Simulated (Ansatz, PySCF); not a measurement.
System: AlH, charge 1, multiplicity 2. 
Coordinates optimised at B3LYP-D3(BJ)/def2-TZVP (Ansatz, a quantum-chemistry and plane-wave program):
```xyz
2

Al     0.0000     0.0000    -0.1159
H      0.0000     0.0000     1.5070
```
Charge +1, spin multiplicity 2.

Total electronic energies in hartree. Valence correlation only, unless marked. Open shells are spin-unrestricted. No spin-orbit coupling. No relativistic terms. Basis-set limits of correlation are two-point, X^-3; Hartree-Fock from the larger set (for Q and 5 zeta extrapolated as (X+1)exp(-9√X)).

| level | program | energy (Eh) |
|---|---|---|
| HF/def2-TZVPP | Ansatz | -242.19183 |
| revPBE/def2-TZVPD | Ansatz | -242.63027 |
| r2SCAN-D4/def2-TZVPD | Ansatz + dftd4 | -242.64752 |
| B3LYP/def2-TZVPD | Ansatz | -242.70334 |
| M06-2X/def2-TZVPD | PySCF | -242.65944 |
| MP2/6-31G | Ansatz | -242.18144 |
| MP2/def2-SVP | Ansatz | -242.13498 |
| CCSD(T)/def2-TZVPP | Ansatz | -242.23816 |
| CCSD(T)/CBS(cc-pV(Q+d)Z,cc-pV(5+d)Z) | Ansatz | -242.2478 |

Totals of different functionals don't rank their quality; only differences between species are comparable.
